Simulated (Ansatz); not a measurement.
A nudged elastic band was laid between two geometries of FH + H4O2Sn (9 atoms, charge 0, multiplicity 1).

These are results of Ansatz, RHF/def2-SVP, not measurements.

| Quantity | Value |
| --- | --- |
| movable images | 7 |
| climbing image | yes |
| spring | 5.0 eV/Å² |
| optimiser | quadratic models (default) |
| start path | through a guess of the saddle point |
| force threshold | 0.05 eV/Å |
| iteration limit | 60 |
| end points | relaxed |

Image 0:

```xyz
9
Properties=species:S:1:pos:R:3
Sn -0.363 -0.543 0.183
H -0.570 -0.780 1.846
O 1.557 -0.039 -0.028
H 2.013 -0.264 -0.825
O -1.345 1.002 -0.489
H -1.031 1.838 -0.170
H -0.700 -1.840 -0.856
F 1.062 2.284 0.918
H 1.503 1.558 0.560
```

Image 8:

```xyz
9
Properties=species:S:1:pos:R:3
Sn 0.010 -0.021 -0.611
H 0.437 0.065 4.073
O 1.645 -0.393 -1.578
H 2.110 0.319 -1.992
O -1.108 1.196 -1.630
H -1.221 2.076 -1.302
H -0.738 -1.446 -0.131
F 0.496 1.041 0.913
H 0.497 0.379 3.397
```

**Question.** Which bonds break or form, and what moves?

**Answer.** Bonds broken: Sn1–H2, F8–H9. Bonds formed: Sn1–F8, H2–H9. FH + H4O2Sn becomes FH3O2Sn + H2.

**Question.** What energy profile does the band end with?

**Answer.** The forces met the threshold. The highest image is number 4 of 0 to 8, 2.44 eV above the first end and 2.22 eV above the last; the last end lies 0.22 eV above the first. Neighbouring images differ by up to 1.8 eV, so the band resolves the path poorly. A vibrational analysis at the climbing image gives one clearly imaginary mode, 1674i cm⁻¹: a first-order saddle point. The orbitals stay closed-shell, which can raise the energy where a bond breaks towards radicals; this wasn't checked here.

| image | path coordinate (Å) | energy (eV) | Sn1–H2 (Å) | F8–H9 (Å) | Sn1–F8 (Å) |
| --- | --- | --- | --- | --- | --- |
| 0 | 0.00 | 0.00 | 1.69 | 0.92 | 3.25 |
| 1 | 1.33 | 0.07 | 1.69 | 0.92 | 3.26 |
| 2 | 2.66 | 0.44 | 1.69 | 0.90 | 3.09 |
| 3 | 3.98 | 0.69 | 1.70 | 0.90 | 2.87 |
| 4 | 5.31 | 2.44 | 2.02 | 1.19 | 2.11 |
| 5 | 6.66 | 0.65 | 2.98 | 2.05 | 1.91 |
| 6 | 8.02 | 0.33 | 3.50 | 2.38 | 1.92 |
| 7 | 9.37 | 0.22 | 3.99 | 2.56 | 1.92 |
| 8 | 10.72 | 0.22 | 4.70 | 2.57 | 1.92 |

**Question.** What is the geometry of the highest image?

**Answer.** 
```xyz
9
Properties=species:S:1:pos:R:3
Sn 0.147 0.171 0.026
H 0.125 -0.073 2.034
O 1.852 0.035 -0.896
H 1.989 -0.719 -1.450
O -1.092 1.511 -0.640
H -1.880 1.214 -1.067
H -0.617 -1.353 -0.103
F 1.015 1.645 1.268
H 0.587 0.785 1.967
```

The run took 5.6 min on 1 thread of Arm Neoverse V2, on a shared host, peak memory 0.19 GiB.
